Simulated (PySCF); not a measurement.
PySCF 2.14 output of an unrestricted PBE calculation on a single atom or ion in aug-cc-pVDZ-PP with ECP60MDF (5s5p4d2f, 54 functions), with scalar relativity through the core potential:

```
SCF conv_tol = 1e-09
number electrons alpha = 8  beta = 5
    J. P. Perdew, K. Burke, and M. Ernzerhof.,  Phys. Rev. Lett. 77, 3865 (1996)
    J. P. Perdew, K. Burke, and M. Ernzerhof.,  Phys. Rev. Lett. 78, 1396 (1997)
    J. P. Perdew, K. Burke, and M. Ernzerhof.,  Phys. Rev. Lett. 77, 3865 (1996)
    J. P. Perdew, K. Burke, and M. Ernzerhof.,  Phys. Rev. Lett. 78, 1396 (1997)
cycle= 1 E= -57.3106516852245  delta_E= -0.00826  |g|= 0.0138  |ddm|= 0.776
cycle= 2 E= -57.3106946282951  delta_E= -4.29e-05  |g|= 0.0133  |ddm|= 0.106
cycle= 3 E= -57.3108108615134  delta_E= -0.000116  |g|= 0.000264  |ddm|= 0.0565
cycle= 4 E= -57.310810930781  delta_E= -6.93e-08  |g|= 6.5e-06  |ddm|= 0.00286
cycle= 5 E= -57.310810930809  delta_E= -2.8e-11  |g|= 9.89e-07  |ddm|= 6.9e-05
converged SCF energy = -57.310810930809  <S^2> = 3.7547864  2S+1 = 4.0023925
```

The run itself started from symmetry-adapted Hartree-Fock orbitals and held the occupation by maximum overlap, on a logarithmic radial grid, so the iterations belong to that start.

Problem. Which element, charge and spin multiplicity is this?

Solution. Ta (tantalum, neutral), multiplicity 4; the state was [Xe] 4f14 5d3 6s2, high-spin 4F determinant.

Energies and moments cover only the electrons outside the core potential. Spin-orbit coupling, absent here, splits the open shell strongly.
